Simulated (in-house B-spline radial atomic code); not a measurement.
**RPA and G0W0 on r2SCAN: La³⁺**

Configuration [Kr] 4d10 5s2 5p6, mean-field start r2SCAN. Computed with a B-spline radial code for spherical atoms: all electrons, scalar-relativistic (spin-free one-electron X2C), finite nucleus, each spin shell either full or empty, empty states to l = 9 with an (l + 1/2)⁻⁴ tail; G0W0 by contour deformation at full frequency.

Spin-orbit coupling, left out, splits p levels strongly here.

Command:
```bash
python run_gw.py task.json out
```
Settings (radii: box in bohr, nucleus in fm):
```
Z                        57
electrons                54
configuration            [Kr] 4d10 5s2 5p6
hamiltonian              x2c
method                   r2scan
lmax                     9
rms_radius               4.855
spin_polarised           False
box_radius               14.14
intervals                68
```

Cost of the run: 5 s on 1 thread of Arm Neoverse N1 (shared host).

Energies (hartree):

```tsv
term	value
mean-field total	-8491.20946
Hartree-Fock functional on these orbitals	-8488.08736
direct second order	-4.9365
second-order exchange	1.332
SOSEX correction	1.243
```

Question: What is the RPA correlation energy, and what remains with SOSEX?

Answer: RPA gives -4.3261 hartree (-2.18 eV per electron); RPA + SOSEX gives -3.0832, and the second-order doubles -3.6045 hartree (no singles). RPA lacks exchange-type terms and so overcorrelates at short range.

Quasi-particle levels (eV):

```csv
level,occupied,mean field,Σx - vxc,Σc,QP weight,G0W0
5p,yes,-45.26,-5.05,?,?,?
4f,no,-26.627,13.69,-6.00,0.916,-18.941
```

G0W0 = mean field + (Σx - vxc) + Σc, with Σc (partial-wave tail included) taken at the quasi-particle energy. Only the outer levels were computed. Levels of low weight are left out.

Question: Where does G0W0 put 5p?

Answer: At -51.04 eV, with Σc = -0.73 eV and a quasi-particle weight of 0.930. The tabulated removal energy is 49.95 ± 0.06 eV (NIST, semi-empirical); the calculation leaves out spin-orbit coupling, Breit and QED terms, and what these don't explain is the method's own error.
